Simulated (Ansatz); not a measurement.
InF (SMILES [F][In]): the vertical energy of the triplet above the singlet from total energies

InF has 2 atoms, charge 0, and is taken as a singlet. As SMILES, `[F][In]`. The shape comes from GFN2-xTB, which is rough for such elements, and wasn't checked as a minimum.

| atom | x (Å) | y (Å) | z (Å) |
| --- | --- | --- | --- |
| F | 0.0000 | 0.0000 | 0.0000 |
| In | 0.0000 | 0.0000 | 2.0255 |

Both states at this one shape; open shells run unrestricted unless said. 1 Eh = 27.2114 eV.

```
                              level  program  singlet InF (Eh)  triplet InF (Eh)
                        BLYP/STO-3G   Ansatz      -5783.044228      -5782.932613
FCI/STO-3G, 19 core orbitals frozen   Ansatz      -5780.946321      -5780.842774
```

Task: Work out the vertical gap, second state less first, at each level.

Result: 
1. BLYP/STO-3G: -5782.932613 − (-5783.044228) = 0.111615 Eh = 3.04 eV.
2. FCI/STO-3G: -5780.842774 − (-5780.946321) = 0.103547 Eh = 2.82 eV.

No measured value is set beside it here; the levels span 2.82 to 3.04 eV. Spin-orbit coupling, which splits open shells on such heavy atoms by tenths of an eV, is left out. Minimal sets are far from the basis-set limit. All-electron rows are non-relativistic unless named.
